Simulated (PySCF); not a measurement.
# `FC[C@H]1CO[SiH2][C@@H]1F`, C₄H₈F₂OSi

Molfile (atoms numbered from 1):
```
C4H8F2OSi
     RDKit          3D

 16 16  0  0  0  0  0  0  0  0999 V2000
   -1.6880   -0.8282   -1.6133 F   0  0  0  0  0  0  0  0  0  0  0  0
   -1.8932   -0.0599   -0.4923 C   0  0  0  0  0  0  0  0  0  0  0  0
   -0.5882    0.1382    0.2683 C   0  0  1  0  0  0  0  0  0  0  0  0
    0.0659   -1.1907    0.6651 C   0  0  0  0  0  0  0  0  0  0  0  0
    1.4250   -0.9800    0.9677 O   0  0  0  0  0  0  0  0  0  0  0  0
    2.1087    0.3378    0.2866 Si  0  0  0  0  0  4  0  0  0  0  0  0
    0.4622    0.9194   -0.5260 C   0  0  2  0  0  0  0  0  0  0  0  0
    0.2066    2.2779   -0.4241 F   0  0  0  0  0  0  0  0  0  0  0  0
   -2.2937    0.8992   -0.8345 H   0  0  0  0  0  0  0  0  0  0  0  0
   -2.6376   -0.5856    0.1144 H   0  0  0  0  0  0  0  0  0  0  0  0
   -0.8071    0.7160    1.1720 H   0  0  0  0  0  0  0  0  0  0  0  0
   -0.0045   -1.9030   -0.1635 H   0  0  0  0  0  0  0  0  0  0  0  0
   -0.4102   -1.6261    1.5472 H   0  0  0  0  0  0  0  0  0  0  0  0
    3.0994   -0.0482   -0.7088 H   0  0  0  0  0  0  0  0  0  0  0  0
    2.5560    1.2555    1.3231 H   0  0  0  0  0  0  0  0  0  0  0  0
    0.3914    0.6867   -1.5933 H   0  0  0  0  0  0  0  0  0  0  0  0
  1  2  1  0
  2  3  1  0
  3  4  1  0
  4  5  1  0
  5  6  1  0
  6  7  1  0
  7  8  1  0
  7  3  1  0
  2  9  1  0
  2 10  1  0
  3 11  1  1
  4 12  1  0
  4 13  1  0
  6 14  1  0
  6 15  1  0
  7 16  1  6
M  END
```

Computed, not measured: TDDFT wB97X-D/def2-SVPD circular dichroism and optical rotation, one conformer, gas phase (PySCF 2.14.0). Geometry: GFN2-xTB.

The molecule is flexible and this is one conformer; a measurement averages over conformers.

Task: Assign R or S to each stereocentre.

Result: C3 R, C7 S.

Task: Which excitations and rotatory strengths does the calculation give?

Result: Rotatory strengths R in 10⁻⁴⁰ esu² cm², velocity form and length form (origin at the centre of mass); f in length form.
| state | E (eV) | λ (nm) | f | R (velocity) | R (length) | main |
| --- | --- | --- | --- | --- | --- | --- |
| 1 | 7.05 | 176 | 0.032 | +27.0 | +27.1 | HOMO→LUMO 0.90 |
| 2 | 7.12 | 174 | 0.001 | -12.3 | -11.1 | HOMO−1→LUMO 0.90 |
| 3 | 7.92 | 157 | 0.016 | +8.9 | +8.6 | HOMO−1→LUMO+1 0.53, HOMO→LUMO+1 0.16 |
| 4 | 8.06 | 154 | 0.016 | +5.8 | +5.9 | HOMO→LUMO+1 0.56, HOMO−1→LUMO+1 0.18 |
| 5 | 8.35 | 149 | 0.028 | +35.0 | +33.6 | HOMO→LUMO+4 0.44, HOMO−2→LUMO 0.13 |
| 6 | 8.40 | 148 | 0.024 | +12.8 | +11.0 | HOMO−2→LUMO 0.70 |
| 7 | 8.63 | 144 | 0.034 | -24.2 | -21.8 | HOMO−3→LUMO 0.65, HOMO−1→LUMO+3 0.08 |
| 8 | 8.70 | 142 | 0.006 | -29.0 | -25.9 | HOMO−1→LUMO+3 0.32, HOMO−1→LUMO+4 0.18 |
| 9 | 8.78 | 141 | 0.013 | -10.9 | -10.4 | HOMO−1→LUMO+2 0.39, HOMO−1→LUMO+4 0.13 |
| 10 | 8.94 | 139 | 0.030 | -24.6 | -23.9 | HOMO→LUMO+3 0.38, HOMO→LUMO+5 0.09 |
| 11 | 9.00 | 138 | 0.128 | -7.6 | -7.4 | HOMO→LUMO+2 0.67, HOMO→LUMO+3 0.11 |
| 12 | 9.05 | 137 | 0.015 | +25.0 | +24.8 | HOMO−1→LUMO+2 0.31, HOMO−1→LUMO+4 0.14 |
| 13 | 9.11 | 136 | 0.014 | -23.0 | -22.8 | HOMO−2→LUMO+1 0.51, HOMO→LUMO+5 0.09 |
| 14 | 9.17 | 135 | 0.003 | +14.1 | +12.8 | HOMO−1→LUMO+5 0.23, HOMO−1→LUMO+3 0.10 |
| 15 | 9.28 | 134 | 0.023 | +0.1 | -1.5 | HOMO−1→LUMO+5 0.29, HOMO→LUMO+5 0.17 |
| 16 | 9.34 | 133 | 0.046 | +25.2 | +25.6 | HOMO−6→LUMO 0.20, HOMO−4→LUMO 0.18 |

For state 15 the two forms differ in sign, so the sign of R isn't settled.

Among the states computed, the strongest CD band (largest |R|) is state 5. The largest dissymmetry factor in size, g = 4R/(D+G), with D and G the electric and magnetic dipole strengths, is -0.11 for state 2 (velocity form, f = 0.001), among bands with |R| over 0.5. The mirror image has the same energies and oscillator strengths and all R with the opposite sign.
